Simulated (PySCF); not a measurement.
Si(Cl)(Me)(OH)2 (CH5ClO2Si), SMILES O[Si](C)(O)Cl. Coordinates come from a PBE-D3(BJ)/def2-SVP optimisation. Other conformers were not sampled.

Computed equilibrium geometry at PBE-D3(BJ)/def2-SVP (PySCF confirms it by a frequency run) as Cartesian coordinates in Å (one conformer of several):
```xyz
10

C      1.9679    -0.2665     0.1223
Si     0.1945     0.0830    -0.2977
O     -0.4022    -0.8528    -1.5501
O      0.1005     1.6933    -0.7073
Cl    -1.0180    -0.3378     1.3661
H      2.6040    -0.1357    -0.7760
H      2.3228     0.4294     0.9077
H      2.0865    -1.3038     0.4914
H     -1.0687    -1.5065    -1.2770
H     -0.7558     1.9716    -1.0773
```
Charge 0, spin multiplicity 1.
